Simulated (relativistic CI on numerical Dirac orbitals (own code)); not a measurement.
## How well does a small relativistic CI reproduce Sc³⁺?

Computed by Dirac-Coulomb-Breit CI, KLI orbitals optimised for each configuration, QED by a radiative potential, valence Slater integrals scaled by 0.85, configuration energies shifted to the measured levels that pair with them (semi-empirical) (own radial code, finite nucleus).

Configurations in the expansion (outside the closed core [Ne]): 3s2 3p6, 3s2 3p5 3d, 3s2 3p5 4s, 3s2 3p5 4p, 3s 3p6 3d, 3s2 3p5 4d, 3s2 3p5 5s, 3s2 3p5 5p, 3s2 3p5 4f, 3s2 3p5 6s, 3s2 3p5 5g, 3s2 3p5 7s, 3s2 3p5 6g, 3s2 3p5 6h, 3s2 3p4 3d2, 3p6 3d2, 3s 3p5 3d2, 3s 3p6 4s, 3s 3p6 4p, 3s2 3p4 3d 4s, 3s 3p6 4d, 3s 3p6 5s, 3s 3p6 5p, 3s 3p6 4f, 3s2 3p4 3d 4p. Levels of other configurations are missing.

```csv
Configuration,Term (tabulated),J,Measured (cm⁻¹),Computed,Error,Purity (%)
3s2 3p6,1S,0,0.0,0,0,97
3s2 3p5 3d,3P°,0,239723.2,239299,-424,99
3s2 3p5 3d,3F°,4,250708.2,251140,432,99
3s2 3p5 3d,3F°,3,252108.3,252533,424,98
3s2 3p5 3d,3D°,1,269426.5,267527,-1900,99
3s2 3p5 4s,3P°,2,333090.8,333063,-28,99
3s2 3p5 4s,3P°,0,337340.1,337368,28,99
3s2 3p5 4p,3S,1,371735.2,371825,90,96
3s2 3p5 4p,3D,3,378077.0,377876,-201,99
3s2 3p5 4p,3D,2,378418.6,378291,-127,74
3s2 3p5 4p,3D,1,380148.3,380047,-101,75
3s2 3p5 4p,1P,1,383527.1,383569,42,58
3s2 3p5 4p,3P,0,384817.8,384805,-13,98
3s2 3p5 4p,3P,1,385570.0,385583,13,71
3s2 3p5 4p,1S,0,397510.7,397975,464,95
3s 3p6 3d,3D,1,429695.7,429719,23,73
3s 3p6 3d,3D,2,429842.4,429868,25,73
3s 3p6 3d,3D,3,430078.5,430101,23,73
3s 3p6 3d,1D,2,442046.0,439531,-2515,68
3s2 3p5 4d,3F°,3,443191.3,442202,-990,66
3s2 3p5 4d,1P°,1,453972.7,454962,990,85
3s2 3p5 5s,2[3/2]°,2,459496.9,459450,-47,100
3s2 3p5 5s,2[3/2]°,1,460426.9,460407,-20,52
3s2 3p5 5s,2[1/2]°,0,463768.9,463789,20,100
3s2 3p5 5s,2[1/2]°,1,464457.2,464479,22,51
3s2 3p5 5p,2[1/2],1,474764.4,474679,-85,89
3s2 3p5 5p,2[5/2],3,476818.5,476739,-79,97
3s2 3p5 5p,2[5/2],2,477018.0,476983,-35,59
3s2 3p5 5p,2[3/2],1,477746.6,477748,2,33
3s2 3p5 5p,2[3/2],2,478213.2,478179,-35,51
3s2 3p5 4f,2[3/2],1,478495.9,478495,-1,74
3s2 3p5 4f,2[9/2],5,478609.5,478678,69,98
3s2 3p5 4f,2[3/2],2,478767.7,478739,-29,66
3s2 3p5 4f,2[9/2],4,478768.4,478833,65,52
3s2 3p5 4f,2[5/2],3,479452.9,479429,-24,63
3s2 3p5 4f,2[7/2],3,479908.9,479905,-4,46
3s2 3p5 4f,2[7/2],4,479933.2,479966,33,55
3s2 3p5 4f,2[5/2],2,480097.9,479931,-167,54
3s2 3p5 5p,2[1/2],0,480286.6,480632,346,91
3s2 3p5 5p,2[3/2],1,481377.4,481375,-2,65
3s2 3p5 5p,2[1/2],1,481939.9,481966,26,67
3s2 3p5 5p,2[3/2],2,481975.2,481980,5,36
3s2 3p5 4f,2[7/2],3,483609.4,483666,56,52
3s2 3p5 4f,2[7/2],4,483708.0,483753,45,42
3s2 3p5 4f,2[5/2],3,483962.8,483964,1,34
3s2 3p5 4f,2[5/2],2,484257.6,484191,-67,59
3s2 3p5 5p,2[1/2],0,484972.9,487244,2272,86
3s2 3p5 6s,2[3/2]°,2,511228.2,511213,-15,100
3s2 3p5 6s,2[3/2]°,1,511630.3,511630,0,59
3s2 3p5 6s,2[1/2]°,1,515738.0,515818,80,59
3s2 3p5 5g,2[5/2]°,2,521999.2,521979,-20,100
3s2 3p5 5g,2[11/2]°,6,522110.2,522130,20,100
3s2 3p5 6g,2[11/2]°,6,543708.3,543708,0,100
3s2 3p5 6h,2[7/2],3,543843.1,543843,0,100
```

Measured levels from Sugar and Corliss, J. Phys. Chem. Ref. Data 9, 473 (1980); pairs were made by configuration, J and term (by order where the table uses no LS term), so strongly mixed levels may be paired wrongly.

Mean error by configuration (cm⁻¹): 3s2 3p5 3d -367; 3s2 3p5 4s 0; 3s2 3p5 4p 21; 3s 3p6 3d -611; 3s2 3p5 4d 0; 3s2 3p5 5s -6; 3s2 3p5 5p 241; 3s2 3p5 4f -2; 3s2 3p5 6s 22; 3s2 3p5 5g 0; 3s2 3p5 6g 0; 3s2 3p5 6h 0. Over the excited levels the mean absolute error is 237 cm⁻¹ (53 of the 69 excited levels that our extract of the source holds in range could be paired, and the others can miss by more), and the median relative error of those above 1,000 cm⁻¹ is 0.0082 %, both after the shifts were fitted to these levels, so that a configuration with one level shows no error.

Configurations whose levels could be paired with our table of measured levels were shifted onto them, all but the ground configuration, by the median error of their levels; single terms can still be off by 1,000 to 2,000 cm⁻¹ or more, and rates follow the energies as ν³ (E1, M1) or ν⁵ (E2). The others borrow a shift and can be off by several thousand cm⁻¹ or more. The fine structure of a lone outer electron comes out too small, for d and f at times inverted, and misplaced configurations move strength between like terms. 53 of the 69 excited levels that our extract of the measured tables holds in this range could be paired (the sources list more); they are missed by 237 cm⁻¹ on average and 2515 at most, after the shifts were fitted to these levels, and levels without a partner can miss by more.

Shifts applied (cm⁻¹): 3s2 3p6 0; 3s2 3p5 3d -17324; 3s2 3p5 4s -21919; 3s2 3p5 4p -22896; 3s 3p6 3d -29623; 3s2 3p5 4d -23008; 3s2 3p5 5s -21864; 3s2 3p5 5p -22051; 3s2 3p5 4f -24544; 3s2 3p5 6s -21419; 3s2 3p5 5g -23132; 3s2 3p5 6g -23059; 3s2 3p5 6h -22930.
